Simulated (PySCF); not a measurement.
Assigning NMR signals

Structure with atom numbers: `[SiH3:1][C@@H:2]1[CH2:3][CH2:4][CH2:5]/[C:6](=[CH:7]\[Cl:8])[CH2:9]1`; H(Xn) means a hydrogen on atom n. Ha(C3), Ha(C4), Ha(C5), Ha(C9) are cis to Si1 on the ring; Hb(C3), Hb(C4), Hb(C5), Hb(C9) are trans to Si1 on the ring.

Level of theory: shielding tensors at PBE0/pcSseg-1 (GIAO), GFN2-xTB structure, in PySCF (one conformer, gas phase, non-relativistic, equivalent nuclei averaged).

Referencing at the same level of theory: $^{13}$C (σ = 186.93 ppm) and $^{1}$H (σ = 31.72 ppm) vs TMS.

Question: Assign these signals to the numbered atoms. $^{13}$C{$^{1}$H} NMR (computed): δ 151.3, 121.1, 41.2, 33.8, 33.7, 32.8, 28.3.

Answer: 
| δ (ppm) | atoms | environment | reason |
| --- | --- | --- | --- |
| 151.3 | C6 | fully substituted alkene carbon | as expected for a trigonal carbon in a double bond |
| 121.1 | C7 | alkene CH | as expected for a trigonal carbon in a double bond |
| 41.2 | C9 | allylic sp3 CH2 | aliphatic region, no heteroatom directly attached |
| 33.8 | C3 | sp3 CH2 in a ring | saturated and bonded to C and H only |
| 33.7 | C4 | sp3 CH2 in a ring | – |
| 32.8 | C5 | allylic sp3 CH2 | a saturated carbon with 2 carbon neighbours and no heteroatom attached |
| 28.3 | C2 | sp3 CH bonded to Si | – |

C3 and C4; C4 and C5 lie closer than the usual error of such a calculation, so a measured spectrum could show them in the other order.

Question: Assign these signals to the numbered atoms. $^{1}$H NMR (300 MHz, computed): δ 5.93 (s, 1H), 3.73 (d, 3H), 3.22 (m, 1H), 2.23 (m, 1H), 1.96 (m, 1H), 1.93 (m, 1H), 1.87 (m, 1H), 1.73 (m, 1H), 1.38 (m, 1H), 1.22 (m, 1H), 0.88 (m, 1H).

Answer: 
5.93 → H(C7), hydrogen on an alkene CH: attached to an sp2 carbon and in the plane of the double bond
3.73 → H(Si1), hydrogen on a silicon bonded to C
3.22 → Hb(C5), hydrogen on an allylic sp3 CH2
2.23 → Hb(C9), hydrogen on an allylic sp3 CH2: allylic position
1.96 → Ha(C4), hydrogen on an sp3 CH2 in a ring
1.93 → Ha(C9), hydrogen on an allylic sp3 CH2: allylic position
1.87 → Hb(C3), hydrogen on an sp3 CH2 in a ring
1.73 → Ha(C5), hydrogen on an allylic sp3 CH2: allylic position
1.38 → Hb(C4), hydrogen on an sp3 CH2 in a ring
1.22 → Ha(C3), hydrogen on an sp3 CH2 in a ring
0.88 → H(C2), hydrogen on an sp3 CH bonded to Si: an electropositive neighbour shields it, as in TMS itself

Ha(C4) and Ha(C9); Ha(C9) and Hb(C3) lie closer than the usual error of such a calculation, so a measured spectrum could show them in the other order.

Carbons that carry Cl, above all several Cl atoms, come out too deshielded, partly because spin–orbit coupling is missing. Shifts are as computed. Against solution values, carbons near 30 ppm lie about +3 ppm off and those near 130 ppm about +5 ppm; carbons on Cl a further +6 ppm. Of 1211 compounds with measured shifts, 218 miss one by over three times the rms of a fit or turn the order of signals round; such compounds aren't used in these exercises. Multiplicities follow the n + 1 count of equivalent neighbours, as no J values were calculated; m marks all less simple cases, F and P coupling included.
